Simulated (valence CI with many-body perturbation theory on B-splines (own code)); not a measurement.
## Lu LXV: calculated level list

Level of theory: configuration interaction combined with many-body perturbation theory (CI+MBPT): five valence electrons over a frozen Dirac-Fock core [He], radial functions for each j: 11 s, 11 p, 10 d, 8 f, 5 g, 2 h, with the one-electron correlation potential Σ1 (screened to all orders), the two-electron term Σ2, the three-electron term Σ3, Breit, model QED; selected single and double excitations, second order for the rest, scaled by the run's own slope (own B-spline code, finite nucleus).

The last digits are not significant, and no measured levels were compared; by estimate large intervals hold to a few tenths of a per cent, small ones and those within an open d or f shell to about a per cent. Among the levels kept, up to 7400 cm⁻¹ of a level comes from second order outside the variational space, and about a tenth of that is noise between levels of different J, which matters for small intervals.

Levels 1 to 45 of 202, with energies above the lowest level, (2s^2 2p1/2^2 2p3/2) J=3/2. "Leading %" is the weight of the configuration and term that name the level; weights of strongly mixed levels are sums over their largest components and can fall short. In the jj column 3d3/2^4 stands for four electrons in 3d with j = 3/2. Lifetimes count E1, E2, E3, M1 and M2 decay at the calculated energies, and are blank where another channel may lead or the interval is too uncertain; long ones can be off by a factor of two.

```csv
No.,Configuration,Term,J,E (Ry),Leading %,g,Second component,Lifetime,Leading jj
1,2s²2p³,²P°,3/2,0.00,49,1.317,27 % 2s²2p³ ²D°,,2s^2 2p1/2^2 2p3/2 (100 %)
2,2s²2p³,⁴S°,3/2,84.08,55,1.435,45 % 2s²2p³ ²D°,70.9 ps,2s^2 2p1/2 2p3/2^2 (100 %)
3,2s²2p³,²D°,5/2,85.77,100,1.165,,414 ps,2s^2 2p1/2 2p3/2^2 (100 %)
4,2s²2p³,²P°,1/2,89.38,100,0.620,,125 ps,2s^2 2p1/2 2p3/2^2 (100 %)
5,2s2p⁴,⁴P,5/2,107.94,70,1.447,30 % 2s2p⁴ ²D,502 fs,2s 2p1/2^2 2p3/2^2 (100 %)
6,2s2p⁴,²S,1/2,115.31,64,2.004,26 % 2s2p⁴ ⁴P,135 fs,2s 2p1/2^2 2p3/2^2 (100 %)
7,2s2p⁴,²P,3/2,115.40,51,1.172,35 % 2s2p⁴ ²D,73.3 fs,2s 2p1/2^2 2p3/2^2 (100 %)
8,2s²2p³,²P°,3/2,173.64,51,1.287,28 % 2s²2p³ ²D°,20.1 ps,2s^2 2p3/2^3 (99 %)
9,2s2p⁴,⁴P,3/2,193.95,85,1.585,11 % 2s2p⁴ ²D,152 fs,2s 2p1/2 2p3/2^3 (100 %)
10,2s2p⁴,²D,5/2,196.91,70,1.282,30 % 2s2p⁴ ⁴P,151 fs,2s 2p1/2 2p3/2^3 (100 %)
11,2s2p⁴,²P,1/2,201.35,64,1.352,35 % 2s2p⁴ ⁴P,59.8 fs,2s 2p1/2 2p3/2^3 (100 %)
12,2s2p⁴,²D,3/2,201.99,54,1.012,44 % 2s2p⁴ ²P,60.4 fs,2s 2p1/2 2p3/2^3 (100 %)
13,2p⁵,²P°,3/2,228.32,99,1.301,,50.5 fs,2p1/2^2 2p3/2^3 (99 %)
14,2s2p⁴,⁴P,1/2,286.75,39,1.870,35 % 2s2p⁴ ²S,70.6 fs,2s 2p3/2^4 (100 %)
15,2p⁵,²P°,1/2,314.51,100,0.620,,37.4 fs,2p1/2 2p3/2^4 (100 %)
16,2s²2p²3s,⁴P,1/2,595.22,46,1.993,32 % 2s²2p²3s ²S,5.51 fs,2s^2 2p1/2^2 3s (100 %)
17,2s²2p²3p,²P°,1/2,602.46,46,0.647,38 % 2s²2p²3p ⁴D°,435 fs,2s^2 2p1/2^2 3p1/2 (100 %)
18,2s²2p²3p,²P°,3/2,628.41,35,1.322,20 % 2s²2p²3p ⁴D°,424 fs,2s^2 2p1/2^2 3p3/2 (100 %)
19,2s²2p²3d,²D,3/2,634.76,43,0.783,32 % 2s²2p²3d ⁴F,4.59 fs,2s^2 2p1/2^2 3d3/2 (100 %)
20,2s²2p²3d,²D,5/2,642.15,36,1.189,18 % 2s²2p²3d ⁴D,827 as,2s^2 2p1/2^2 3d5/2 (100 %)
21,2s²2p²3s,⁴P,3/2,680.32,88,1.655,10 % 2s²2p²3s ²P,8.35 fs,2s^2 2p1/2 2p3/2 3s (100 %)
22,2s²2p²3s,²P,1/2,681.05,67,1.295,33 % 2s²2p²3s ⁴P,3.87 fs,2s^2 2p1/2 2p3/2 3s (100 %)
23,2s²2p²3s,²D,5/2,681.76,65,1.308,35 % 2s²2p²3s ⁴P,7.58 fs,2s^2 2p1/2 2p3/2 3s (100 %)
24,2s²2p²3s,²D,3/2,682.23,64,0.955,35 % 2s²2p²3s ²P,4.11 fs,2s^2 2p1/2 2p3/2 3s (100 %)
25,2s²2p²3p,⁴P°,1/2,687.48,49,1.729,28 % 2s²2p²3p ⁴D°,670 fs,2s^2 2p1/2 2p3/2 3p1/2 (100 %)
26,2s²2p²3p,⁴D°,3/2,687.93,55,1.128,22 % 2s²2p²3p ²D°,585 fs,2s^2 2p1/2 2p3/2 3p1/2 (100 %)
27,2s²2p²3p,²F°,5/2,688.92,49,1.046,30 % 2s²2p²3p ²D°,447 fs,2s^2 2p1/2 2p3/2 3p1/2 (100 %)
28,2s²2p²3p,²P°,3/2,691.78,43,1.306,25 % 2s²2p²3p ²D°,257 fs,2s^2 2p1/2 2p3/2 3p1/2 (99 %)
29,2s2p³3s,⁴P°,5/2,701.18,47,1.593,26 % 2s2p³3s ⁶S°,11.0 fs,2s 2p1/2^2 2p3/2 3s (98 %)
30,2s2p³3s,²P°,3/2,703.23,35,1.431,25 % 2s2p³3s ⁴S°,4.64 fs,2s 2p1/2^2 2p3/2 3s (98 %)
31,2s2p³3s,²P°,1/2,707.81,41,0.847,30 % 2s2p³3s ⁴D°,4.60 fs,2s 2p1/2^2 2p3/2 3s (95 %)
32,2s2p³3s,²P°,3/2,708.52,38,1.368,20 % 2s2p³3s ²D°,9.79 fs,2s 2p1/2^2 2p3/2 3s (98 %)
33,2s2p³3p,⁴P,3/2,709.14,29,1.667,21 % 2s2p³3p ⁶P,5.56 fs,2s 2p1/2^2 2p3/2 3p1/2 (99 %)
34,2s2p³3p,²D,5/2,709.21,26,1.334,19 % 2s2p³3p ⁴D,2.20 fs,2s 2p1/2^2 2p3/2 3p1/2 (99 %)
35,2s²2p²3p,⁴D°,5/2,712.87,52,1.408,33 % 2s²2p²3p ⁴P°,260 fs,2s^2 2p1/2 2p3/2 3p3/2 (99 %)
36,2s²2p²3p,²P°,1/2,713.23,35,1.526,30 % 2s²2p²3p ⁴P°,85.3 fs,2s^2 2p1/2 2p3/2 3p3/2 (96 %)
37,2s²2p²3p,²D°,3/2,713.50,53,1.136,21 % 2s²2p²3p ⁴P°,283 fs,2s^2 2p1/2 2p3/2 3p3/2 (100 %)
38,2s²2p²3p,²F°,7/2,714.00,65,1.217,35 % 2s²2p²3p ⁴D°,342 fs,2s^2 2p1/2 2p3/2 3p3/2 (100 %)
39,2s2p³3p,²P,1/2,715.20,36,1.252,18 % 2s2p³3p ⁴P,1.94 fs,2s 2p1/2^2 2p3/2 3p1/2 (98 %)
40,2s2p³3p,²D,3/2,715.32,35,0.960,21 % 2s2p³3p ⁴F,2.74 fs,2s 2p1/2^2 2p3/2 3p1/2 (98 %)
41,2s²2p²3p,²P°,3/2,715.51,32,1.403,31 % 2s²2p²3p ⁴S°,206 fs,2s^2 2p1/2 2p3/2 3p3/2 (97 %)
42,2s²2p²3p,²D°,5/2,716.02,65,1.177,16 % 2s²2p²3p ²F°,321 fs,2s^2 2p1/2 2p3/2 3p3/2 (100 %)
43,2s²2p²3p,²P°,1/2,717.67,86,0.642,7 % 2s²2p²3p ⁴D°,150 fs,2s^2 2p1/2 2p3/2 3p3/2 (98 %)
44,2s²2p²3d,⁴F,3/2,720.07,43,0.919,26 % 2s²2p²3d ²P,2.61 fs,2s^2 2p1/2 2p3/2 3d3/2 (99 %)
45,2s²2p²3d,⁴F,5/2,720.17,53,0.956,38 % 2s²2p²3d ²F,6.70 fs,2s^2 2p1/2 2p3/2 3d3/2 (99 %)
```

The ionisation energy to 2s²2p² ³P0 of the next ion comes out as 15212 eV (NIST: 15211 ± 24 eV (theoretical)). All 202 levels together are meant to be complete up to 855.03 Ry.
